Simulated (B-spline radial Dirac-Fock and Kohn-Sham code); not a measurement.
**X-ray lines that fill the K vacancy in Yb⁺**

System: Yb⁺, configuration [Xe] 4f13 6s2 (not the ground configuration).

Level of theory: one-electron (LDA, Dirac) transition rates at Dirac-Fock energies; a B-spline atomic structure program.

| line | multipole | energy (eV) | width (meV) | share (%) |
| --- | --- | --- | --- | --- |
| K-L1 | M1 | 50833.0 | 4.91 | 0.0166 |
| K-L2 | E1 | 51349.2 | 8570 | 29.0 |
| K-L3 | E1 | 52384.3 | 15100 | 51.1 |
| K-M2 | E1 | 59149.3 | 1570 | 5.31 |
| K-M3 | E1 | 59372.1 | 3050 | 10.3 |
| K-M4 | E2 | 59751.5 | 30.4 | 0.103 |
| K-M5 | E2 | 59799.1 | 39.1 | 0.132 |
| K-N2 | E1 | 60926.4 | 353 | 1.19 |
| K-N3 | E1 | 60976.7 | 685 | 2.32 |
| K-N4 | E2 | 61128.4 | 7.08 | 0.0239 |
| K-N5 | E2 | 61137.5 | 9.06 | 0.0306 |
| K-O2 | E1 | 61296.7 | 50.0 | 0.169 |
| K-O3 | E1 | 61303.3 | 94.0 | 0.318 |

The listed lines hold 100.0 % of the radiative rate. The radiative width is 29.6 eV in the length form and 30.3 eV in the velocity form; the two differ because the transition energies are not eigenvalue differences of the potential that gave the orbitals. Kα2/Kα1 is 0.567 and Kβ/Kα is 0.249.

Values without a named source are computed, but for edge energies of neutral atoms, which are taken from tables.
